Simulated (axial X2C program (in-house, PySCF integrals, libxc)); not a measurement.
**ScI along the bond: PBE0, 2c**

Calculated with an in-house relativistic program for diatomic molecules. Two-component (2c) means X2C with spin–orbit coupling and atomic mean-field two-electron Coulomb and Gaunt terms. Basis: I dyall-cv3z [11s12p8d4f1g], Sc dyall-cv3z [10s11p7d5f2g] (cores contracted in-house); Gaussian nuclei, density fitting, unrestricted open shells. Masses: I 126.904 u, Sc 44.956 u.

State: Ω = 1 (⟨Sz⟩ = -1.00, ⟨Lz⟩ = 2.00 at PBE0). Dipoles are positive if Sc is the positive end.

| R (Å) | μ (D) | HOMO (eV) | LUMO (eV) |
| --- | --- | --- | --- |
| 2.457 | 3.351 | -4.34 | -1.94 |
| 2.538 | 3.600 | -4.51 | -2.02 |
| 2.619 | 3.891 | -4.68 | -2.10 |
| 2.700 | 4.217 | -4.85 | -2.19 |
| 2.795 | 4.632 | -5.02 | -2.29 |
| 2.889 | 5.077 | -5.12 | -2.39 |
| 3.010 | 5.678 | -5.24 | -2.53 |

**Question.** The minimum lies at 2.697 Å. What is the dipole moment there, and its slope?

**Answer.** At PBE0, 2c, with the sign and origin stated: μ = 4.20 D, dμ/dR = 4.19 D/Å.

Occupations by symmetry block were frozen at the best pattern of an incomplete PBE0 search. Density functionals use the spin component along the axis (collinear). Other states lie close and PBE0, whose exact exchange favours high spin, may order them wrongly; the determinant shown need not be the ground state. The nearest other 2c determinant of the search, Ω = 3, lies 0.01 eV up at the distance of the search. The functionals have no current-density term, which raises determinants with orbital currents, atoms included. With several unpaired electrons one determinant need not be a pure state.
